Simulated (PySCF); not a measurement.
## A failing input for GeSe2

```python
from pyscf import gto, scf, mp

mol = gto.M(
    atom='Ge 0 0 0; Se 0 0 2.1888; Se 0 0 -2.1888',
    basis='def2-svp',
    charge=0,
    spin=0,
    symmetry=True,
    verbose=4,
)
mf = scf.RHF(mol)
mf.max_cycle = 2
mf.kernel()
mp.MP2(mf, frozen=27).kernel()
mf.dip_moment()
print('orbital energies (hartree):', mf.mo_energy[..., max(0, mol.nelec[1]-3):mol.nelec[0]+3].round(4))
```

```bash
$ OMP_NUM_THREADS=1 python input.py
```

The log, shortened:

```
[earlier lines left out]
initial guess = minao
damping factor = 0
level_shift factor = 0
DIIS = <class 'pyscf.scf.diis.CDIIS'>
SCF conv_tol = 1e-09
SCF max_cycles = 2
Freeze 0 electrons in irreps []
    100 free electrons in irreps A1g E1gx E1gy A1u E1uy E1ux E2gx E2gy E2uy E2ux
Initial guess from minao.
init E= -6871.96712272352
cycle= 1 E= -6874.16603293505  delta_E= -2.2  |g|= 0.482  |ddm|= 2.35
cycle= 2 E= -6874.19707571994  delta_E= -0.031  |g|= 0.449  |ddm|= 1.21
SCF not converged.
SCF energy = -6874.19707571994

******** <class 'pyscf.mp.mp2.RMP2'> ********
nocc = 23, nmo = 69
frozen orbitals 27
Init E(MP2) = -0.684234002842929
cycle = 1  E_corr(MP2) = -0.68647123047861  dE = -0.00223722764  norm(t2) = 0.0297859
cycle = 2  E_corr(MP2) = -0.688854985852488  dE = -0.00238375537  norm(t2) = 0.00459719
cycle = 3  E_corr(MP2) = -0.688891255156286  dE = -3.62693038e-05  norm(t2) = 0.000694712
cycle = 4  E_corr(MP2) = -0.6889354042111  dE = -4.41490548e-05  norm(t2) = 0.00013232
cycle = 5  E_corr(MP2) = -0.688935904183299  dE = -4.99972199e-07  norm(t2) = 9.13651e-06
cycle = 6  E_corr(MP2) = -0.688935648149571  dE = 2.56033728e-07  norm(t2) = 1.45977e-06
cycle = 7  E_corr(MP2) = -0.688935636368955  dE = 1.1780616e-08  norm(t2) = 1.11531e-07
E(RMP2) = -6874.88601135631  E_corr = -0.688935636368955
E(SCS-RMP2) = -6874.82717194296  E_corr = -0.630096223025273
E_corr(same-spin) = -0.226876777635546
E_corr(oppo-spin) = -0.462058858733409
Dipole moment(X, Y, Z, Debye):  0.00000,  0.00000,  0.00000
orbital energies (hartree): [-0.4228 -0.3521 -0.3521 -0.0403 -0.0403 -0.0217]
```

Which setting is at fault, why, and what does a mended input give?

The cycle limit (2): the limit is below the number of cycles that the SCF needs. With this edit
```diff
- mf.max_cycle = 2
```
the run finishes: E(SCF) = -6874.251017 Eh, 9 cycles, E(MP2) − E(SCF) = -0.67526 Eh, μ(SCF) = 0.00 D.
